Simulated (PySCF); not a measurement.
Ge(H)(F)(NH2)2 (FGeH₅N₂), SMILES [NH2][GeH]([F])[NH2]. Geometry optimised at PBE-D3(BJ)/def2-SVP. The structure was generated by enumeration, and PubChem lists no compound with its InChIKey, so it may never have been made. One conformer was computed; it need not be the lowest.

Level of theory: PySCF 2.14.0 with PBE-D3(BJ)/def2-SVP.

Harmonic wavenumbers (cm⁻¹): 134, 195, 211, 248, 311, 509, 524, 659, 668, 696, 709, 736, 875, 886, 1487, 1491, 2074, 3453, 3460, 3552, 3563. Rotational constants (GHz): 5.687, 5.061, 3.294; symmetry number 1.

### Question
Work out the zero-point energy and the ideal-gas rigid-rotor harmonic-oscillator thermochemistry at 298.15 K and 1 atm.

### Answer
ZPE = ½ Σ hcν = ½ × 26441 cm⁻¹ = 158.15 kJ/mol. H − E(el) = 178.07 kJ/mol. Entropy in J/(mol K): translation 168.93, rotation 107.24, vibration 55.83, total 332.00. G − E(el) = 79.08 kJ/mol. Cp = 103.82 J/(mol K). Modes under 150 cm⁻¹ make the vibrational entropy uncertain.
